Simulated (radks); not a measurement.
Results of a calculation; reference values are marked as such.
All-electron atom: the tin ion Sn3+ in [Kr] 4d10 5s1. Level of theory: scalar-relativistic Kohn-Sham, LDA (Slater exchange, Perdew-Wang correlation), spin-polarised, spherical densities, point nucleus; open shells are filled with parallel spins first (spin-orbit coupling, left out, can overturn this in heavy ions) (a radial shooting solver on a logarithmic mesh with Libxc functionals). Some entries of the table are withheld. Estimate them.

| orbital | occ. | eigenvalue (hartree) | <r> (bohr) | <r^2> (bohr^2) |
|---|---|---|---|---|
| 1s up | 1 | -1066.109 | 0.02908 | 0.001145 |
| 1s down | 1 | -1066.107 | 0.02908 | 0.001145 |
| 2s up | 1 | -161.9069 | 0.1256 | 0.01860 |
| 2s down | 1 | -161.9060 | 0.1256 | 0.01860 |
| 2p up | 3 | -145.5454 | 0.1096 | 0.01467 |
| 2p down | 3 | -145.5444 | 0.1096 | 0.01467 |
| 3s up | 1 | -32.10789 | 0.3399 | 0.1321 |
| 3s down | 1 | -32.10630 | 0.3399 | 0.1321 |
| 3p up | 3 | -26.76053 | 0.3381 | 0.1327 |
| 3p down | 3 | -26.75892 | 0.3381 | 0.1327 |
| 3d up | 5 | -18.50273 | 0.3148 | 0.1177 |
| 3d down | 5 | -18.50130 | 0.3148 | 0.1177 |
| 4s up | 1 | -6.00336 | (1) | 0.7578 |
| 4s down | 1 | -5.99999 | (2) | 0.7570 |
| 4p up | 3 | (3) | 0.8850 | 0.8956 |
| 4p down | 3 | (4) | 0.8840 | 0.8931 |
| 4d up | 5 | -2.03566 | 1.085 | 1.392 |
| 4d down | 5 | -2.02539 | 1.079 | 1.373 |
| 5s up | 1 | -1.35717 | 2.105 | 4.961 |
| 5s down | 0 | -1.31638 | 2.106 | 4.972 |

Answer. 
(1) 4s up <r> (bohr): 0.8181
(2) 4s down <r> (bohr): 0.8177
(3) 4p up eigenvalue (hartree): -4.38232
(4) 4p down eigenvalue (hartree): -4.37786
